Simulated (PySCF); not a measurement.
# Pt2H4, singlet: structure and spectrum

Method: PBE0/[Pt def2-TZVP with ECP60, H def2-TZVP], scalar-relativistic core potentials, density fitting, no spin–orbit coupling, PySCF.

The structure is a minimum.

```
Point group                                                                   : Ci
Bond lengths                                                                  : Pt–H 1.509 Å (×2), Pt–H 1.534 Å (×2), Pt–Pt 2.556 Å
Bond angles                                                                   : H–Pt–H 79.8° (×2), H–Pt–Pt 99.0° (×2), H–Pt–Pt 138.0° (×2)
Rotational symmetry number                                                    : 1
Lowest empty level                                                            : -2.65 eV
Heat capacity Cp at 298.15 K                                                  : 80.6 J/(mol K)
Highest occupied level                                                        : -7.01 eV
Entropy at 298.15 K and 1 bar                                                 : 338.6 J/(mol K)
Principal quadrupole moments (Buckingham, traceless) about the centre of mass : -3.29, -2.38, 5.67 D Å
Zero-point energy                                                             : 78.0 kJ/mol
Enthalpy at 298.15 K above 0 K                                                : 17.61 kJ/mol
Rotational constants                                                          : 2.585, 0.02571, 0.02562 cm⁻¹
Atomisation energy without zero-point energy                                  : 1440 kJ/mol
Dipole moment                                                                 : 0.00 D
Principal polarisabilities                                                    : 59.1, 62.4, 124.5 bohr³
```

Harmonic modes (masses in u: Pt 194.965, H 1.008):
```tsv
symmetry	ω (cm⁻¹)	IR (km/mol)
ag	149	0.0
au	155	46.3
au	232	184
au	303	54.1
ag	328	0.0
ag	592	0.0
ag	752	0.0
au	808	22.7
au	2361	234
ag	2364	0.0
au	2497	3.8
ag	2497	0.0
```

In Ci the vibrations span 6ag + 6au. The ag modes carry no infrared intensity, as symmetry demands. With a centre of inversion only u modes can be infrared active and only g modes Raman active.

Charges (e):
```tsv
atom	Mulliken	Löwdin	polar tensor	Mayer order to Pt1
Pt1	-0.10	-0.01	0.23	–
Pt2	-0.10	-0.01	0.23	0.67
H3	0.03	-0.02	-0.17	0.89
H4	0.06	0.03	-0.06	0.97
H5	0.06	0.03	-0.06	0.02
H6	0.03	-0.02	-0.17	0.08
```
Other Mayer orders above 0.3: Pt–H 0.89, Pt–H 0.97.

Mulliken populations on Pt1 (electrons outside its core potential): s 3.00, p 6.16, d 8.92, f 0.01.

Stability towards spin polarisation was not tested. Other isomers or separated fragments may lie lower. Spin–orbit coupling, left out here, can matter for elements this heavy.

The final relaxation and frequency run took 90 s on 2 threads of a shared Arm Neoverse V1 host, with 104 basis functions and 22 gradients.
